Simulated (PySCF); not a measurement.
Give a PBE0/def2-SVP geometry of `CO[C@H](F)C(=O)O`.

```
atom  x, y, z in Å
C1    -1.8820    0.3395   -0.3463
O2    -0.6923    0.2886    0.4059
C3     0.2854   -0.4949   -0.1293
F4    -0.0253   -1.8169   -0.0423
C5     1.5666   -0.2397    0.6633
O6     2.0982   -1.0365    1.3786
O7     2.0154    0.9955    0.4344
H8    -2.3356   -0.6592   -0.4514
H9    -2.5784    0.9946    0.1920
H10   -1.6983    0.7602   -1.3521
H11    0.4543   -0.2667   -1.2030
H12    2.8143    1.1091    0.9728
```

Orientation and origin are arbitrary. Atoms count from 1 in this order. Of the pairs four or more bonds apart, F4···H8 is among the closest relative to their van der Waals radii: 2.62 Å, 98 % of the sum of Bondi's values. The 4 C–O bonds span 1.195 Å (C5=O6, drawn double) to 1.408 Å (C1–O2, drawn single), a spread of 0.213 Å.

Bonds between heavy atoms (Å): C1–O2 1.408, O2–C3 1.362, C3–F4 1.361, C3–C5 1.528, C5=O6 1.195, C5–O7 1.334.

Method used: PBE0/def2-SVP geometry optimisation, gas phase (PySCF).

Point group: C1 (no symmetry element, even within 0.4 Å). Stationary, but not proved a minimum. The numbers are those of one conformer (C1–O2–C3–F4 -71°, O2–C3–C5–O6 112°, C3–C5–O7–H 179°).
